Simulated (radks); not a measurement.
Values are calculated unless marked as measured or tabulated.
Ionisation of the silver ion Ag2+, [Kr] 4d9, to Ag3+, [Kr] 4d8, under several functionals. Dirac Kohn-Sham, spin-unpolarised, spherical densities, point nucleus; open shells are shared between the two j in proportion to 2j + 1; a radial shooting solver on a logarithmic mesh with Libxc functionals.

| functional | E(Ag2+) (hartree) | Exc (hartree) | IE (eV) | -e(HOMO) (eV) | <r> HOMO (bohr) | IE error (eV) |
|---|---|---|---|---|---|---|
| LDA (Slater exchange, Perdew-Wang correlation) | -5311.21773 | -143.78471 | 36.436 | 28.898 | 1.318 | +1.636 |
| exchange-only PBE | -5313.73738 | -146.33112 | 34.988 | 27.493 | 1.326 | +0.188 |
| B86b exchange with PBE correlation | -5316.79415 | -149.44665 | 36.216 | 28.666 | 1.316 | +1.416 |
| Wu-Cohen GGA | -5315.44158 | -148.07689 | 36.200 | 28.652 | 1.315 | +1.400 |
| OLYP | -5318.29076 | -151.06035 | 36.288 | 28.688 | 1.309 | +1.488 |
| XLYP | -5317.22895 | -149.86794 | 36.116 | 28.583 | 1.321 | +1.316 |
| BLYP | -5316.72549 | -149.35873 | 36.080 | 28.547 | 1.321 | +1.280 |
| SOGGA | -5313.26970 | -145.87661 | 36.072 | 28.525 | 1.316 | +1.272 |
| AM05 | -5311.46485 | -144.04898 | 36.172 | 28.623 | 1.315 | +1.372 |

NIST Atomic Spectra Database: 34.8 eV (semi-empirical). Closest: exchange-only PBE. The Delta-SCF values span 1.45 eV, the total energies 7.07 hartree. The highest occupied level is 4d5/2. Spin polarisation and multiplet splitting are left out, so open shells lie too high by an amount that depends on their filling. Sharing an open shell by 2j + 1 raises it above the true ground level by a part of the spin-orbit splitting, which enters the differences from NIST.

Beside tabulated values, note that spin-unpolarised runs miss the spin-polarisation part of the exchange energy of open shells.
